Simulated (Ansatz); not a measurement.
Gas-phase reaction (SMILES): BOC + H+ -> B[OH+]C; protonation at O, whose ΔH is minus the proton affinity.

Each molecule is optimised on its own at B3LYP-D3(BJ)/def2-TZVP (Ansatz, a first-principles code), one conformer each, not searched for the lowest. Correlated levels leave the core frozen unless marked. Spin-orbit coupling is left out. No relativistic terms. CBS marks a two-point X^-3 extrapolation of the correlation energy; Hartree-Fock from the larger set. Thermal terms are rigid-rotor harmonic-oscillator values from B3LYP-D3(BJ) frequencies (Ansatz) at 298.15 K and 1 atm. 1 Eh = 627.5095 kcal/mol. The proton has no electrons: its energy is zero and its thermal terms are those of translation.

```json
[
 {"species": "BOC", "E, CCSD(T)/CBS(cc-pVTZ,cc-pVQZ) (Ansatz) (Eh)": "-141.03734", "E, wB97X-V/def2-TZVPD (Ansatz) (Eh)": "-141.21673", "H - E (Eh)": "0.06882"},
 {"species": "H+", "E, CCSD(T)/CBS(cc-pVTZ,cc-pVQZ) (Ansatz) (Eh)": "0.00000", "E, wB97X-V/def2-TZVPD (Ansatz) (Eh)": "0.00000", "H - E (Eh)": "0.00236"},
 {"species": "B[OH+]C", "E, CCSD(T)/CBS(cc-pVTZ,cc-pVQZ) (Ansatz) (Eh)": "-141.32997", "E, wB97X-V/def2-TZVPD (Ansatz) (Eh)": "-141.50951", "H - E (Eh)": "0.08181"}
]
```

Q: Work out ΔE and ΔH at 298.15 K at the first level, then ΔH at the second.

A: 
1. ΔE = [(-141.32997)] - [(-141.03734) + (0.00000)] = -0.29263 Eh = -183.6 kcal/mol at CCSD(T)/CBS(cc-pVTZ,cc-pVQZ).
2. The terms H - E add up to 0.01063 Eh, so ΔH = (-0.29263 + (0.01063))×627.5095 = -177.0 kcal/mol.
3. At wB97X-V/def2-TZVPD the same steps give ΔE = -183.7 and ΔH = -177.1 kcal/mol, a shift of -0.1 from the first level.
4. These values are not checked against measurement here, since the tables used lack a sound gas-phase enthalpy of formation for at least one species, or one in the same ion convention.
